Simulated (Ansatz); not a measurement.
Input file for Ansatz (a first-principles code): U-wB97X-V/def2-TZVPP on FHSn (SMILES [F][SnH]), a point of a bond scan (R = 5.295 Å). Elements past Kr take the def2 small-core potentials; no spin–orbit coupling.

Ansatz 0.2 input:
```yaml
crystal:
  periodic: [false, false, false]
  atoms:
    - {symbol: Sn, position_ang: [-0.09096150, -0.17370643, 0.21890608]}
    - {symbol: H, position_ang: [-1.03509234, -1.08911628, -1.00040016]}
    - {symbol: F, position_ang: [1.82958479, 3.22763229, -3.35561147]}
basis:
  gaussian:
    orbitals: def2-TZVPP
hamiltonian:
  xc: {name: wB97X-V}
magnetization: {spin_polarized: true, initial_magnetization: 0}
```

Output:

```
WARN ansatz: RAYON_NUM_THREADS=1 ignored (pool sized by the plan → 1); use --threads N
Functional definition: wB97X-V
integrals: 0.03 GiB planned
647 factors; their error is unknown
integrals: 0.06 GiB planned
135 factors; integrals over basis functions are off by at most 6.6e-5 eV
mean field: 0.40 GiB planned
mean field evaluation 1: about -8553.3977 eV, gradient 3.7e1 eV
mean field evaluation 2: about -8201.2812 eV, gradient 1.1e2 eV
mean field evaluation 4: about -8553.2693 eV, gradient 3.8e1 eV
mean field evaluation 8: about -8558.6550 eV, gradient 2.7e-1 eV
mean field evaluation 16: about -8559.6885 eV, gradient 3.3e-2 eV
mean field evaluation 32: about -8201.3035 eV, gradient 1.1e2 eV
mean field evaluation 64: about -8559.6874 eV, gradient 7.0e-2 eV
mean field -8559.68813792 eV, -314.5627371036 hartree, gradient 7.8e-6 eV, S^2 0.901467; 7 other end points of the search recorded, 0 dependent functions left out
reference -8559.68813798 eV, -314.5627371056 hartree; 16, 16 occupied and 79, 79 virtual orbitals, 647 factors
Total energy: -8559.68813798 eV, -314.5627371056 hartree
```

The run converged. Its determinant has ⟨S²⟩ = 0.90, a mixture of spin states.

Cost: around 50 core-seconds (rough).
